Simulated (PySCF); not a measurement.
A calculated (revPBE, PySCF 2.14, x2c-TZVPPall, scalar relativity by spin-free X2C-1e) atom or ion has these occupied shells.

| shell | electrons | orbital energy (eV) | rms radius, mean of both spins (bohr) |
| --- | --- | --- | --- |
| 1s α | 1 | -2750.2 | 0.105 |
| 1s β | 1 | -2750.0 | 0.105 |
| 2s α | 1 | -252.52 | 0.483 |
| 2s β | 1 | -252.38 | 0.483 |
| 2p α | 3 | -191.35 | 0.454 |
| 2p β | 3 | -191.14 | 0.454 |
| 3s α | 1 | -21.033 | 1.66 |
| 3s β | 1 | -19.838 | 1.66 |
| 3p α | 3 | -8.856 | 2.00 |
| 3p β | 2 | -7.955 | 2.00 |

Problem. Name the element and its charge.

Solution. Cl (chlorine, neutral), in [Ne] 3s2 3p5, 2P determinant.
